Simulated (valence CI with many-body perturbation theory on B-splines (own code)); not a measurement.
**Sm⁴¹⁺: what the settings do**

Computed by configuration interaction combined with many-body perturbation theory (CI+MBPT): three valence electrons over a frozen Dirac-Fock core [Ar], radial functions for each j: 6 s, 6 p, 5 d, 5 f, 1 g, with the one-electron correlation potential Σ1, the two-electron term Σ2, the three-electron term Σ3, Breit, model QED; selected CI, second order for the rest, scaled by the run's own slope (own B-spline code, finite nucleus).

The last digits are not significant, and no measured levels were compared; by estimate large intervals hold to a few tenths of a per cent, small ones and those within an open d or f shell to about a per cent. Only levels of the ground parity were solved; by the run's estimate the other parity begins above the list, which can be wrong where configurations are misplaced.

The reference run has the lowest level (3d3/2^3) J=3/2 and an ionisation energy of 3137.28 eV. Its largest variational space holds 2233 state functions.

Levels are named by their leading jj configuration (3d3/2^4 stands for four electrons in 3d with j = 3/2), which in mixed levels can hold well under half, so a name can repeat and another be missing. Letters in brackets count levels of one name in rising energy.

Changed runs:
A. scale of Σ1 1 → 0
B. correlating orbitals by l 3 3 3 3 1 → 3 6 4 0 0
C. correlating orbitals by l 3 3 3 3 1 → 4 4 0 0 0
D. scale of Σ2 1 → -1 (bad on purpose)

Excitation energies of the reference run in cm⁻¹, and shifts in cm⁻¹:

```csv
Level,Reference,A,B,C,D
(3d3/2^2 3d5/2) J=5/2 [a],202489,-1239,-619,-892,-5572
(3d3/2^2 3d5/2) J=3/2,248163,-1220,+33,-71,+2200
(3d3/2^2 3d5/2) J=7/2,263129,-1343,-223,-365,-3479
(3d3/2^2 3d5/2) J=9/2,270906,-1283,-67,-135,-4681
(3d3/2^2 3d5/2) J=1/2,280031,-1276,+285,+234,+5710
(3d3/2^2 3d5/2) J=5/2 [b],408967,-1583,+997,+1294,+7287
(3d3/2 3d5/2^2) J=7/2 [a],466640,-2477,-397,-639,-7114
(3d3/2 3d5/2^2) J=9/2,491343,-2554,-386,-624,-8237
(3d3/2 3d5/2^2) J=3/2 [a],524698,-2563,+240,+182,+928
(3d3/2 3d5/2^2) J=1/2,542696,-2589,+482,+423,+4090
(3d3/2 3d5/2^2) J=11/2,556112,-2586,+160,+131,-7325
(3d3/2 3d5/2^2) J=5/2 [a],567212,-2458,+692,+825,+6629
Ionisation energy (eV),3137.28,-2.63,-0.21,-0.27,-11.39
```
